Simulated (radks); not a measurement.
Kinetic energies: the exact non-interacting value of the Kohn-Sham orbitals and orbital-free approximations, as 100 (|E| - |E exact|)/|E exact|, negative where the magnitude is too small. Species: Ag [Kr] 4d10 5s1; S4+ [Ne] 3s2; Mg2+ [Ne]. Calculated with a radial shooting solver on a logarithmic mesh with Libxc functionals: non-relativistic Kohn-Sham, LDA (Slater exchange, Perdew-Wang correlation), spin-polarised, spherical densities, point nucleus. Every spin shell is full or empty, so the densities are truly spherical. Functionals are evaluated on that one density, not self-consistently.

exact (hartree): Ag 5191.82; S4+ 391.751; Mg2+ 197.727
Thomas-Fermi: Ag -5.39; S4+ -7.34; Mg2+ -7.93
von Weizsacker: Ag -57.64; S4+ -38.46; Mg2+ -33.56
TF + vW: Ag +36.97; S4+ +54.20; Mg2+ +58.51
TF + vW/5: Ag +3.08; S4+ +4.97; Mg2+ +5.36
LC94: Ag +0.07; S4+ +0.18; Mg2+ +0.07
APBEK: Ag +0.12; S4+ +0.31; Mg2+ +0.20
Perdew 92: Ag -0.67; S4+ -0.49; Mg2+ -0.53
Thakkar: Ag -0.55; S4+ -0.02; Mg2+ -0.04
Pearson: Ag -0.94; S4+ -1.59; Mg2+ -1.99
PG1: Ag +15.42; S4+ +25.28; Mg2+ +28.08
DePristo-Kress: Ag -0.09; S4+ +0.07; Mg2+ -0.03
